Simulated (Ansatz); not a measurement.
Ansatz (an electronic-structure program) input (MP2/6-31G* with LANL2DZ past Ar): The .json file joins the Basis Set Exchange's 6-31G* for atoms up to Ar and LANL2DZ past it.

Ansatz 0.2 input:
```yaml
crystal:
  periodic: [false, false, false]
  atoms:
    - {symbol: Br, position_ang: [2.12521100, -1.05376300, -0.30439700]}
    - {symbol: C, position_ang: [0.38152200, -0.33431700, -0.11180200]}
    - {symbol: C, position_ang: [0.12365400, 0.89384300, 0.35841600]}
    - {symbol: Se, position_ang: [-1.67937000, 1.32940400, 0.43613500]}
    - {symbol: C, position_ang: [-1.96353400, -0.40260000, -0.26068700]}
    - {symbol: C, position_ang: [-0.80253600, -1.07168200, -0.46376400]}
    - {symbol: H, position_ang: [-2.96545500, -0.75209500, -0.45043700]}
    - {symbol: H, position_ang: [-0.75296500, -2.07740100, -0.85722300]}
basis:
  gaussian:
    orbitals: 6-31Gs+LANL2DZ.json
magnetization: {spin_polarized: true, initial_magnetization: 1}
correlation: {method: mp2, electrons: outside_noble_gas}
relax: {f_tol: 0.003, max_steps: 120}
```

From the output:

```
mean field -4747.17337191 eV, -174.4554036681 hartree, gradient 3.4e-6 eV, S^2 1.078576; 0 other end points of the search recorded, 0 dependent functions left out
4 core orbitals not correlated
reference -4747.17337191 eV, -174.4554036681 hartree; 16, 15 occupied and 60, 61 virtual orbitals, 1003 factors
densities: 0.25 GiB planned
second order -14.60889960 eV of doubles, -0.00000000 eV of singles
the calculation of the forces begins
relax step   7: F+E_penalty+E_count = -4761.78227152 eV  Δ(F+E_penalty+E_count) = -2.534e-6 eV  max|allowed force component| = 1.773e-3 eV/Å  Δτ_max = 0.0004 Å  (33 SCF iters, accepted)
these checks for a lower state are left out or cut short: cluster_reference
integrals: 0.05 GiB planned
1003 factors; integrals over basis functions are off by at most 4.3e-4 eV
mean field: 0.27 GiB planned
mean field evaluation 128: about -4747.1711 eV, gradient 2.7e-2 eV
mean field evaluation 160: about -4746.5129 eV, gradient 6.6e0 eV
mean field -4747.17337191 eV, -174.4554036681 hartree, gradient 3.4e-6 eV, S^2 1.078576; 3 other end points of the search recorded, 0 dependent functions left out
4 core orbitals not correlated
reference -4747.17337191 eV, -174.4554036681 hartree; 16, 15 occupied and 60, 61 virtual orbitals, 1003 factors
densities: 0.25 GiB planned
second order -14.60889960 eV of doubles, -0.00000000 eV of singles
the calculation of the forces begins
Total energy: -4761.78227152 eV, -174.9922708262 hartree
Atom 0 at     2.145796    -1.062300    -0.306688 Å, force     0.000498    -0.000210    -0.000057 eV/Å
Atom 1 at     0.382884    -0.313417    -0.103501 Å, force    -0.001703     0.000703     0.000188 eV/Å
Atom 2 at     0.115589     0.878212     0.351841 Å, force    -0.001116    -0.001773    -0.000756 eV/Å
Atom 3 at    -1.680079     1.327602     0.435388 Å, force    -0.000399    -0.000411    -0.000183 eV/Å
Atom 4 at    -1.949494    -0.408906    -0.262440 Å, force     0.001471     0.000787     0.000386 eV/Å
Atom 5 at    -0.823842    -1.059582    -0.460108 Å, force     0.001104     0.000434     0.000228 eV/Å
Atom 6 at    -2.954550    -0.761167    -0.453442 Å, force    -0.000307     0.000928     0.000349 eV/Å
Atom 7 at    -0.769777    -2.069053    -0.854810 Å, force     0.000450    -0.000459    -0.000157 eV/Å
Dipole moment:    -0.459505    -0.001235    -0.024391 e Å
Checks for a lower state left out: cluster_reference
```

The geometry given is a B3LYP-D3(BJ)/def2-TZVP minimum.

The determinant is spin-contaminated: <S^2> is 1.08 against 0.75 for a pure state.
